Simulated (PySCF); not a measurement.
Species: [CrO3S]2- (charge -2 and singlet state).
Bonds: Cr1–O2, Cr1–O3, Cr1–O4, Cr1–S5.

A GFN2-xTB structure was refined with PySCF 2.14.0, PBE0-D3(BJ)/def2-SVP geometry optimisation, gas phase. Its GFN2-xTB values:

| coordinate | GFN2-xTB |
| --- | --- |
| Cr1–O2 | 1.604 Å |
| Cr1–S5 | 2.128 Å |
| O2–Cr1–O3 | 113.7° |
| O2–Cr1–S5 | 104.9° |

**Question.** How do these coordinates change at the PBE0-D3(BJ)/def2-SVP level?

**Answer.** 
| coordinate | PBE0-D3(BJ)/def2-SVP (Å or °) | change |
| --- | --- | --- |
| Cr1–S5 | 2.169 | +0.041 |
| Cr1–O2 | 1.601 | -0.003 |
| O2–Cr1–S5 | 110.0 | +5.1 |
| O2–Cr1–O3 | 109.1 | -4.6 |

The energy falls by 4.6 kcal/mol over 4 energy and gradient evaluations, the largest force component goes from 0.0248 to 4.2e-04 Eh/bohr, and the atoms move by 0.084 Å rms after alignment. The bond that changes most is Cr1–S5 (ends: chromium bonded to 3 O and S; sulfur bonded to Cr), which lengthens by 0.041 Å. Bonds longer at the end by more than 0.005 Å: 1 of 4; shorter: 1. Rotational constants go from 4373, 2622, 2622 to 4643, 2471, 2469 MHz.

The run used 91 basis functions and 42 SCF cycles in all.

Stationary, but not proved a minimum. Whether so highly charged an anion holds all its electrons in the gas phase wasn't checked; a finite basis holds them in any case. The ion is multiply charged and computed without counter-ions or solvent.
The closed-shell solution of the metal species wasn't tested for stability.
